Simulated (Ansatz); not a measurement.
In₇Sb₇, relaxed as a singlet with RKS r2SCAN-D4/def2-SVP in Ansatz, starting from a model built from a lattice or polyhedron. Force threshold 0.03 eV/Å.

In the def2 sets In, Sb take a core potential; there is no spin–orbit coupling.

Start:

```xyz
14

In   -1.3605   -3.0453   -1.1109
Sb    1.0151   -4.5418   -1.1293
In   -3.4131    0.6914    0.5616
Sb   -1.0291   -0.7925    0.5078
In   -0.4076   -1.6034    3.1277
In    2.9307   -3.2560    0.4396
Sb    1.9793   -3.0921    3.0885
In   -1.9651    3.0926   -3.0673
Sb   -2.9588    3.2310   -0.4320
Sb    0.3987    1.6034   -3.1141
In    1.0353    0.8058   -0.5470
Sb    3.4408   -0.6689   -0.5691
In   -1.0209    4.5217    1.1434
Sb    1.3552    3.0540    1.1012
```

Estimate the energy that the relaxation releases and the steps that it takes.

189.2 kcal/mol, in 33 steps; 2.7 min on 2 threads of AMD EPYC 7R13 on a shared host and a share (18 GiB) of an NVIDIA H100 80GB HBM3. No frequencies were taken in this run, so the end may be a saddle point.

Does the start keep its bonding and symmetry?

Bonds lost: In1–Sb4, Sb4–In11 (atoms count from 1). Bonds formed: In1–Sb10, In1–Sb12, Sb4–In8, Sb4–In13, In5–Sb14, Sb7–Sb12 (atoms count from 1). Metal–metal contacts that move far: In5–In11 4.62 to 3.17 Å, In8–In13 4.55 to 3.15 Å, In1–In6 4.57 to 3.20 Å.

Predict the relaxed structure.


Cartesian coordinates in Å:
```
In 0.7557 -1.6433 -1.7925
Sb -0.4509 -4.0829 -1.3829
In -4.4214 0.8256 0.5670
Sb -1.5525 -0.3629 0.7136
In 0.9006 -0.1165 2.1956
In 1.1892 -3.6047 0.6930
Sb 2.8673 -2.1612 2.3870
In -1.6055 1.2621 -1.7597
Sb -3.1558 3.3930 -0.8578
Sb 0.7535 0.8323 -3.1911
In 1.6411 1.4173 -0.4832
Sb 3.1953 -1.0209 -0.2471
In -1.3852 2.4972 1.1274
Sb 1.2686 2.7649 2.0308
```
Bond lengths (bridged metal pairs left out): 19 × In–Sb 2.69 to 3.20 Å; 1 × Sb–Sb 2.89 Å.
